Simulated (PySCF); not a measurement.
Ge(Me)(OH)3 (CH6GeO3), SMILES [OH][Ge]([OH])([CH3])[OH]. Heavy atoms are numbered as in [CH3:1][Ge:2]([OH:3])([OH:4])[OH:5]. Hydrogens are named by the atom that carries them.

Geometry optimised at B3LYP-D3(BJ)/def2-SVP. One conformer was computed; it need not be the lowest.

These are PBE/pcSseg-1 in PySCF values and carry that method's errors.

GIAO shieldings, no solvent; atoms alike by connectivity are averaged. δ = σ(ref) − σ: ¹³C against TMS (σ = 182.0 ppm); ⁷³Ge against GeH4 (σ = 1614.4 ppm); ¹⁷O against H2O (σ = 334.3 ppm); ¹H against TMS (σ = 31.49 ppm), references at their B3LYP-D3(BJ)/def2-TZVP geometries, non-relativistic.

```tsv
atoms	nucleus	count	δ (ppm)
C1 (CH3)	¹³C	1	1.7
Ge2	⁷³Ge	1	?
O3 (OH)	¹⁷O	3	77.1
H on O3	¹H	3	1.45
H on C1	¹H	3	?
```

**Question.** Some entries are withheld; supply them. (An estimate is asked for; the answer gives what the named calculation found.)

**Answer.** 
- H on C1, δ (ppm): 0.93
- Ge2, δ (ppm): 429.3
